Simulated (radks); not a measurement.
Spherical quantum dot in the effective-mass picture: electrons in a well V = -V0 / (1 + exp((r - R)/a)) with V0 = 5.69, R = 8.38, a = 0.32, all in effective atomic units (hartree* = m*/eps^2 hartree, bohr* = eps/m* bohr), one dielectric constant everywhere. Method: non-relativistic Kohn-Sham, PBEsol, spin-polarised, spherical densities; computed with a radial shooting solver with Libxc functionals. Levels are named by radial order and angular momentum (1s, 1p, 1d, 2s, ...), and open shells are averaged over m. Results are scaled to m* = 0.108 and eps = 14.5, for which hartree* = 13.98 meV and bohr* = 7.105 nm. Each electron was tried in the lowest free levels, single moves between levels near the top were tried too, and the lowest total energy was kept; such a search can miss a lower state. The series stops at N = 21: beyond it a trial failed or the search could not be trusted, so later rows were left out. At N = 1 the Hartree and exchange-correlation terms need not cancel, so that row can carry a self-interaction error.

N	open shells	2S	E (meV)	mu = E(N) - E(N-1) (meV)	addition energy mu(N+1) - mu(N) (meV)	e(HOMO) (meV)	rms radius (nm)
1	1s(up 1, down 0)	1	-78.4800	-78.480	2.539	-77.432	31.01
2	none	0	-154.421	-75.941	2.882	-74.919	33.61
3	1p(up 1, down 0)	1	-227.479	-73.059	2.043	-72.047	35.97
4	1p(up 2, down 0)	2	-298.495	-71.015	2.074	-69.980	37.35
5	1p(up 3, down 0)	3	-367.436	-68.941	2.537	-67.903	38.34
6	1p(up 3, down 1)	2	-433.840	-66.404	1.975	-65.425	39.16
7	1p(up 3, down 2)	1	-498.269	-64.429	2.006	-63.428	39.81
8	none	0	-560.692	-62.423	2.974	-61.416	40.36
9	1d(up 1, down 0)	1	-620.141	-59.449	1.971	-58.465	40.95
10	1d(up 2, down 0)	2	-677.619	-57.478	1.975	-56.491	41.44
11	1d(up 3, down 0)	3	-733.122	-55.503	1.976	-54.515	41.87
12	1d(up 4, down 0)	4	-786.649	-53.527	1.975	-52.539	42.25
13	1d(up 5, down 0)	5	-838.201	-51.552	2.422	-50.566	42.59
14	1d(up 5, down 1)	4	-887.331	-49.130	1.929	-48.167	42.91
15	1d(up 5, down 2)	3	-934.533	-47.201	1.935	-46.234	43.19
16	1d(up 5, down 3)	2	-979.799	-45.266	1.937	-44.298	43.46
17	1d(up 5, down 4)	1	-1023.13	-43.329	1.938	-42.360	43.70
18	none	0	-1064.52	-41.391	3.102	-40.422	43.93
19	1f(up 1, down 0)	1	-1102.81	-38.289	1.914	-37.332	44.17
20	1f(up 2, down 0)	2	-1139.18	-36.375	1.915	-35.417	44.39
21	1f(up 3, down 0)	3	-1173.64	-34.460	-	-33.503	44.60

All shells are closed at N = 2, 8, 18 (there: 1s2 1p6 1d10); the second difference of the energy has clear peaks (12 % above both neighbours; the first and last values, which can be the largest, are not judged, and half-filled shells can peak too) at N = 2, 5, 8, 13, 18.
